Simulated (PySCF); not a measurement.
## Assigning NMR signals

Structure with atom numbers: `[CH2:1]=[CH:2][C:3](=[CH2:4])[CH:5]([F:6])[F:7]`. Each H is labelled by its parent atom. Ha(C4) is cis to C2; Ha(C1) is cis to C3; Hb(C4) is trans to C2; Hb(C1) is trans to C3.

One computed conformer, equivalent nuclei averaged, relativity neglected, isolated molecule. PBE0-D3(BJ)/def2-SVP geometry; PBE0/pcSseg-1 with gauge-including orbitals; spin–spin couplings from B3LYP/pcJ-1 (spin–dipole term only in couplings to heteroatoms); PySCF.

Referencing at the same level of theory: 13C (σref 184.41) and 1H (σref 31.27) against TMS.

(1) Assign these signals to the numbered atoms. 13C{1H} NMR (computed): δ 148.0 (t, J = 17.7 Hz), 142.1 (t, J = 1.9 Hz), 127.5 (t, J = 10.1 Hz), 125.3, 115.5 (t, J = 301.6 Hz).

(2) Assign these signals to the numbered atoms. 1H NMR (400 MHz, computed): δ 6.47 (m, 1H), 6.16 (tt, J = 63.2, 1.5 Hz, 1H), 6.02 (q, J = 1.6 Hz, 1H), 5.77 (dt, J = 19.6, 3.0 Hz, 1H), 5.59 (m, 1H), 5.58 (m, 1H).

## Answers

(1) 
| δ (ppm) | atoms | environment | reason |
| --- | --- | --- | --- |
| 148.0 | C3 | fully substituted alkene carbon | an sp2 carbon of a C=C bond |
| 142.1 | C2 | alkene CH | the olefinic region |
| 127.5 | C4 | terminal =CH2 carbon | the olefinic region |
| 125.3 | C1 | terminal =CH2 carbon | – |
| 115.5 | C5 | allylic sp3 CH bonded to 2 F | 2 electronegative neighbours deshield it |

(2) 
```tsv
δ (ppm)	atoms	environment	reason
6.47	H(C2)	hydrogen on an alkene CH	olefinic region
6.16	H(C5)	hydrogen on an allylic sp3 CH bonded to 2 F	its carbon carries F, hence the downfield position
6.02	Hb(C4)	hydrogen on a terminal =CH2 carbon	attached to an sp2 carbon and in the plane of the double bond
5.77	Ha(C1)	hydrogen on a terminal =CH2 carbon	–
5.59	Hb(C1)	hydrogen on a terminal =CH2 carbon	–
5.58	Ha(C4)	hydrogen on a terminal =CH2 carbon	–
```

Hb(C1) and Ha(C4) lie closer than the usual error of such a calculation, so a measured spectrum could show them in the other order.

C–F couplings over four or more bonds (about 3 Hz to the para carbon of a fluoroarene) are left out. Common functionals overestimate the size of one-bond C–F couplings by tens of Hz; these are unscaled. Multiplet labels drop couplings under 1 Hz and merge nearly equal ones. Unscaled 3J(H,H) at this level run about 10 % above measured values. Shifts are as computed. Against solution values, carbons near 30 ppm lie about +2 ppm off and those near 130 ppm about +5 ppm. Of 1211 compounds with measured shifts, 218 miss one by over three times the rms of a fit or turn the order of signals round; such compounds aren't used in these exercises.
